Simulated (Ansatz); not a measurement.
`O[Si](S)(Cl)Br` and `S[Si](S)(Cl)Br` differ in one atom or group.

Ansatz, PBE0-D4/def2-TZVP geometries, multiplicity 1. Each molecule was computed in one conformer, which needn't be the lowest.

Scalar relativity is left out up to krypton. Spin–orbit coupling is left out; it splits and shifts lone-pair levels of the heavy atoms by tenths of an eV.

```tsv
property	`O[Si](S)(Cl)Br`
LUMO energy (B3LYP/def2-TZVPP) / eV	-0.71
HOMO energy (PBE0/def2-TZVPP) / eV	-7.94
ideal-gas entropy at 298 K and 1 bar (rigid rotor, harmonic PBE0-D4/def2-TZVP) / J/(mol·K)	378
size of the dipole moment (ωB97M-V/def2-TZVPP) / D	0.62
size of the dipole moment (PBE/def2-TZVPP) / D	0.60
HOMO energy (ωB97M-V/def2-TZVPP) / eV	-10.11
```

What does the change do to each property? (Estimate.)

The calculation gave: 
| property | `S[Si](S)(Cl)Br` | shift |
| --- | --- | --- |
| LUMO energy (B3LYP/def2-TZVPP) / eV | -1.23 | -0.52 |
| HOMO energy (PBE0/def2-TZVPP) / eV | -8.02 | -0.08 |
| ideal-gas entropy at 298 K and 1 bar (rigid rotor, harmonic PBE0-D4/def2-TZVP) / J/(mol·K) | 390 | 12 |
| size of the dipole moment (ωB97M-V/def2-TZVPP) / D | 0.14 | -0.48 |
| size of the dipole moment (PBE/def2-TZVPP) / D | 0.17 | -0.43 |
| HOMO energy (ωB97M-V/def2-TZVPP) / eV | -10.19 | -0.08 |

With PBE0 the HOMO falls by 0.08 eV and the LUMO falls by 0.50 eV, so the gap narrows by about 0.42 eV. PBE moves the HOMO by -0.08 eV and ωB97M-V by -0.08 eV. Dipoles are sizes alone; their direction can turn.

Positive LUMOs are unbound, so they and the gaps depend on the basis.

B3LYP here is the variant with VWN-RPA as its local correlation; programs differ in this.
